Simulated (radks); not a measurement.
Q: Excited configurations of neutral ruthenium: one electron is placed in a higher orbital outside [Kr] 4d7. The ground configuration is [Kr] 4d7 5s1. All-electron calculation, non-relativistic Kohn-Sham, PBEsol, spin-unpolarised, spherical densities, point nucleus; relativity is left out, which matters for an element this heavy. Program: a radial shooting solver on a logarithmic mesh with Libxc functionals. Excitation = E - E(ground); binding = E(ion) - E, where the ion is the core of charge +1; n* = 1/sqrt(2 binding) in atomic units, and the quantum defect is n - n*.

| outer orbital | excitation (eV) | binding (eV) | n* | quantum defect | eigenvalue (eV) | <r> (bohr) |
|---|---|---|---|---|---|---|
| 6s | 4.524 | 2.308 | 2.428 | 3.572 | -1.360 | 9.260 |
| 6d | 5.881 | 0.950 | 3.784 | 2.216 | -0.537 | 20.20 |
| 6f | 6.384 | 0.447 | 5.515 | 0.485 | -0.280 | 44.62 |
| 7p | 5.848 | 0.983 | 3.720 | 3.280 | -0.606 | 21.40 |

Estimate the row for 5d.

A: excitation (eV) 5.299; binding (eV) 1.532; n* 2.980; quantum defect 2.020; eigenvalue (eV) -0.712; <r> (bohr) 10.67. The Delta-SCF ionisation energy is 6.831 eV (NIST Atomic Spectra Database: 7.361 eV, measured). Self-interaction in the functional shifts the binding energies and quantum defects, so they are the method's values and not measured ones. Relativity is left out here, which matters for elements this heavy. Spin polarisation and multiplet splitting are left out, so open shells lie too high by an amount that depends on their filling.

Beside tabulated values, note that spin-unpolarised runs miss the spin-polarisation part of the exchange energy of open shells.
